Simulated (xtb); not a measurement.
Zn(Br)(SeH) (BrHSeZn), SMILES [SeH][Zn][Br]. All values are semi-empirical tight-binding results from xtb (GFN2-xTB unless named), good for trends rather than for accurate numbers. The structure is a stationary point at GFN2-xTB. The structure was generated by enumeration; whether it is a known compound was not checked. Other conformers were not sampled.

Optimised geometry:

```xyz
4

Zn    -0.0772    -0.3197     0.2764
Br     1.7476    -1.0833    -0.8647
Se    -1.6590     1.3745     0.5982
H     -2.4453     0.7750     1.6335
```

For metal compounds this method's bond lengths and energies can be far off.

- point group as xtb finds it: Cs
- orbital gap: 3.16 eV
- zero-point energy: 4.5 kcal/mol
- G − E(el) at 298.15 K (modified RRHO): -15.8 kcal/mol

**Question.** Give the atomic charges and the Wiberg bond orders between heavy atoms. (The exact figures need the calculation; the answer reports its results.)

**Answer.** charges (e) Zn1 0.27, Br2 -0.19, Se3 -0.26, H4 0.18. Bond orders Zn1–Br2 0.99, Zn1–Se3 0.92.
